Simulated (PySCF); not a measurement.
**Orbital energies and ionisation energy**

Compound: C3H7F3OSi.
Cartesian coordinates in Å at the PBE0-D3(BJ)/def2-SVP level; atoms count from 1:
```
atom  x, y, z in Å
C1     2.6805   -0.1089    0.7459
Si2    1.2797    0.5292   -0.2952
O3    -0.1416   -0.1012    0.3353
C4    -1.3995    0.1450   -0.1899
C5    -2.4420   -0.5569    0.6526
F6    -2.4344   -0.1193    1.9099
F7    -2.2550   -1.8749    0.6784
F8    -3.6572   -0.3226    0.1429
H9     2.5686    0.2140    1.7916
H10    3.6414    0.2724    0.3660
H11    2.7126   -1.2086    0.7230
H12    1.4068    0.1015   -1.7251
H13    1.1994    2.0247   -0.2673
H14   -1.5131   -0.2304   -1.2243
H15   -1.6608    1.2201   -0.1910
```

Level: CAM-B3LYP/def2-SVPD (PySCF). Frontier orbitals with their largest atomic shares (Löwdin; up to four atoms above 4 %):

```json
{"orbital": "HOMO−3", "ε (eV)": "-11.51", "main atoms": "Si2 23 %, O3 17 %, H13 13 %, H12 13 %"}
{"orbital": "HOMO−2", "ε (eV)": "-11.39", "main atoms": "O3 24 %, C1 17 %, C4 13 %, Si2 12 %"}
{"orbital": "HOMO−1", "ε (eV)": "-10.67", "main atoms": "O3 27 %, C1 23 %, Si2 20 %, H12 8 %"}
{"orbital": "HOMO", "ε (eV)": "-10.03", "main atoms": "?"}
{"orbital": "LUMO", "ε (eV)": "1.08", "main atoms": "Si2 24 %, C4 16 %, H12 9 %, H13 9 %"}
{"orbital": "LUMO+1", "ε (eV)": "1.11", "main atoms": "Si2 33 %, C1 22 %, H10 10 %, H12 7 %"}
{"orbital": "LUMO+2", "ε (eV)": "1.62", "main atoms": "Si2 27 %, H12 12 %, H13 12 %, O3 12 %"}
```

What vertical ionisation energy does ΔSCF give, and how far is −ε(HOMO) from it?

ΔSCF: 10.88 eV (1050 kJ/mol; threshold wavelength 114 nm); ⟨S²⟩ of the doublet left behind is 0.760, against 0.75 for a pure doublet. −ε(HOMO) is 10.03 eV, 0.85 eV below it. In exact Kohn–Sham theory the two would be equal; CAM-B3LYP (range-separated hybrid) falls short of its own ΔSCF value by 8 %.

On which atoms does the HOMO lie?

O3 (silyl ether oxygen) 46 %, Si2 (oxygen-bound silicon) 16 %, H13 (Si–H hydrogen) 10 %, H12 (Si–H hydrogen) 10 %. The HOMO−1 lies 0.64 eV lower.

What kinetic energy would electrons from this vertical process carry with 118.2 nm light (10.49 eV)?

The photon is 0.39 eV short of the vertical value.

What total energies stand behind the ΔSCF value?

E(N) = -782.24992 Eh and E(N − 1) = -781.85006 Eh at the same geometry, 0.39986 Eh apart.

How many of the 10 lowest singlet excitations (vertical TDDFT, same level) lie below the ionisation energy?

All 10; they run from 7.57 to 9.50 eV.

Geometry: PBE0-D3(BJ)/def2-SVP, one conformer, isolated molecule.

The run behind these numbers computed excited states and ΔSCF ions as well. The run took 6.8 min on an Intel Xeon at 2.50 GHz with one thread, shared host with 64 logical CPUs at a one-minute load of 59, and the process peaked at 1.1 GiB of memory.
